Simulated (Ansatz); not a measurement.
```yaml
crystal:
  periodic: [false, false, false]
  atoms:
    - {symbol: C, position_ang: [0.605550, -1.942420, 1.411764]}
    - {symbol: C, position_ang: [1.021557, -1.001092, 0.140879]}
    - {symbol: C, position_ang: [1.804065, 0.264816, 0.684054]}
    - {symbol: D, position_ang: [-0.227253, -0.653636, -0.387259]}
    - {symbol: Hf, position_ang: [-1.217145, 1.028187, -0.877830]}
    - {symbol: O, position_ang: [-1.792114, 2.083053, 0.548594]}
    - {symbol: O, position_ang: [-0.001317, 1.962084, -2.079571]}
    - {symbol: O, position_ang: [-2.766277, 0.274689, -1.936705]}
    - {symbol: H, position_ang: [1.777971, -2.113565, 1.773436]}
    - {symbol: H, position_ang: [0.223791, -2.907865, 1.223921]}
    - {symbol: H, position_ang: [0.335743, -1.332114, 2.181708]}
    - {symbol: H, position_ang: [1.549361, -1.613150, -0.546839]}
    - {symbol: H, position_ang: [1.631259, 0.972021, -0.333604]}
    - {symbol: H, position_ang: [0.992144, 0.739481, 1.157731]}
    - {symbol: H, position_ang: [2.670845, 0.130517, 1.070261]}
    - {symbol: H, position_ang: [-0.936547, -1.600622, -0.579892]}
    - {symbol: H, position_ang: [-2.036894, 2.074422, 1.505465]}
    - {symbol: H, position_ang: [0.207594, 2.964653, -2.343912]}
    - {symbol: H, position_ang: [-3.639749, 0.411484, -2.626561]}
basis:
  gaussian: {orbitals: def2-TZVPP}
magnetization: {spin_polarized: true, initial_magnetization: 2}
hamiltonian: {xc: {name: wB97}}
accuracy: high
scf: {lower_state_search: off}
output: {forces: true}
```

```sh
$ ansatz run in.yaml --threads 4 --pin off --events-out ev --progress --plain --max-ram 66560MiB --backend cpu
```

Q: How does Ansatz answer? (Estimate.)

A: Ansatz gave: The input was rejected before any iteration.
```
Error: YAML parse error: error: line 7 column 16: `D` is not an element symbol (H … Og, case-exact)
 --> <input>:7:16
5 |     - {symbol: C, position_ang: [1.021557, -1.001092, 0.140879]}
6 |     - {symbol: C, position_ang: [1.804065, 0.264816, 0.684054]}
7 |     - {symbol: D, position_ang: [-0.227253, -0.653636, -0.387259]}
8 |     - {symbol: Hf, position_ang: [-1.217145, 1.028187, -0.877830]}
9 |     - {symbol: O, position_ang: [-1.792114, 2.083053, 0.548594]}
```
